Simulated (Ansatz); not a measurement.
Relaxation of CH₄B₂Cl (8 atoms, charge -1, multiplicity 1), to a largest force component of 0.02 eV/Å in at most 50 steps.

Computed with RKS B3LYP/6-31G (Ansatz 0.2.0).

```xyz
8
Properties=species:S:1:pos:R:3:forces:R:3
B -0.325 1.374 -0.219 -3.25 5.12 -4.87
B -0.125 -0.233 -0.331 -1.08 -3.85 -3.31
C 0.488 -1.121 0.631 0.33 -0.28 0.57
Cl -0.754 -1.124 -1.895 -0.61 -1.22 -1.65
H -0.829 2.084 -1.034 0.23 -0.07 0.47
H 0.082 0.683 0.367 4.43 0.18 8.82
H 0.893 -0.761 1.575 0.07 0.19 0.20
H 0.612 -2.198 0.530 -0.11 -0.08 -0.23
```

Question: Where does it end, and by what steps?

Answer: The forces met the threshold. Limits of this set-up: no polarisation functions, an anion without diffuse functions, the dipole of an ion depends on the origin. After 11 steps the energy has fallen by 4.917 eV; H6 moved furthest, 1.17 Å. The start is strongly strained (largest force component 9 eV/Å), so its close contacts needn't be bonds. Parted: B2–H6.

```json
{"step": "0", "energy less start (eV)": "0.0000", "largest force component (eV/Å)": "8.823", "accepted": "yes"}
{"step": "1", "energy less start (eV)": "-1.4494", "largest force component (eV/Å)": "4.738", "accepted": "yes"}
{"step": "2", "energy less start (eV)": "-2.6029", "largest force component (eV/Å)": "3.215", "accepted": "yes"}
{"step": "3", "energy less start (eV)": "-3.4806", "largest force component (eV/Å)": "3.537", "accepted": "yes"}
{"step": "4", "energy less start (eV)": "-4.4581", "largest force component (eV/Å)": "1.637", "accepted": "yes"}
{"step": "5", "energy less start (eV)": "-4.5692", "largest force component (eV/Å)": "3.038", "accepted": "yes"}
{"step": "6", "energy less start (eV)": "-4.7908", "largest force component (eV/Å)": "0.826", "accepted": "yes"}
{"step": "7", "energy less start (eV)": "-4.8793", "largest force component (eV/Å)": "0.635", "accepted": "yes"}
{"step": "8", "energy less start (eV)": "-4.9092", "largest force component (eV/Å)": "0.282", "accepted": "yes"}
{"step": "9", "energy less start (eV)": "-4.9153", "largest force component (eV/Å)": "0.108", "accepted": "yes"}
{"step": "10", "energy less start (eV)": "-4.9172", "largest force component (eV/Å)": "0.023", "accepted": "yes"}
{"step": "11", "energy less start (eV)": "-4.9172", "largest force component (eV/Å)": "0.003", "accepted": "yes"}
```

```xyz
8
Properties=species:S:1:pos:R:3
B -0.295 1.225 -0.218
B -0.123 -0.404 -0.385
C 0.487 -1.310 0.568
Cl -0.826 -1.254 -2.080
H -0.805 1.985 -1.013
H 0.116 1.775 0.787
H 0.890 -0.923 1.509
H 0.598 -2.392 0.454
```

The run took 28 s on 1 thread of Arm Neoverse V1, on a shared host, peak memory 0.12 GiB.
